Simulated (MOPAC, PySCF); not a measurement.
[Zn(NH2)(Cl)], neutral singlet in the gas phase. 

Cartesian coordinates (Å):
```xyz
5

Zn    -0.0495     0.0872    -0.0566
N     -0.4785    -1.0279    -1.4411
H      0.0891    -1.8843    -1.4642
H     -0.3609    -0.5918    -2.3642
Cl     0.2150     1.3556     1.6141
```
Charge 0, multiplicity 1.

All levels are single points at this geometry (TPSS-D3(BJ)/def2-SVP); Pople sets use spherical d functions. Orbital energies aren't observables, and empty levels follow the basis.

```csv
level,HOMO (eV),LUMO (eV),gap (eV),dipole (D),"vertical IE, Delta-SCF (eV)"
PBE-D3(BJ)/def2-TZVP in PySCF,-6.16,-1.90,4.26,2.41,–
TPSSh-D3(BJ)/def2-TZVP in PySCF,-6.74,-1.38,5.35,2.45,–
B3LYP/3-21G in PySCF,-6.65,-1.23,5.42,3.52,–
B3LYP/6-311+G** (LANL2DZ on Zn) in PySCF,-7.23,-1.61,5.62,2.68,–
BP86/6-31G* (LANL2DZ on Zn) in PySCF,-5.91,-2.00,3.91,3.10,–
PM7 in MOPAC,-9.29,0.80,10.09,2.97,–
```
